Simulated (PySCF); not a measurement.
## Basis and Hamiltonian dependence of the excitation energy of V²⁺

V²⁺ [Ar] 3d3 (4F) → V²⁺ [Ar] 3d2 4s1, s spin flipped. All values are computed (PySCF 2.14, energy differences of UHF-based or UKS calculations, no spin-orbit coupling). Values in eV.

```csv
basis,Hamiltonian,functions,UHF,r2SCAN,PBE0,MP2 (valence)
aug-cc-pVDZ-DK,spin-free X2C,59,5.835,6.895,6.483,5.943
aug-cc-pVDZ,non-relativistic,59,6.159,7.205,6.796,6.273
def2-TZVPPD,non-relativistic,67,5.963,6.985,6.616,6.097
aug-cc-pVTZ,non-relativistic,93,5.872,6.865,6.475,5.992
def2-QZVPPD,non-relativistic,93,5.879,6.903,6.513,6.018
aug-cc-pwCVTZ-DK,spin-free X2C,127,5.557,6.562,6.171,5.690
```

Frozen in the all-electron rows: valence: [Ar].

In the upper determinant the s electron has its spin opposite to the other open shell, which mixes two multiplicities. Non-relativistic rows lack the scalar-relativistic shift.
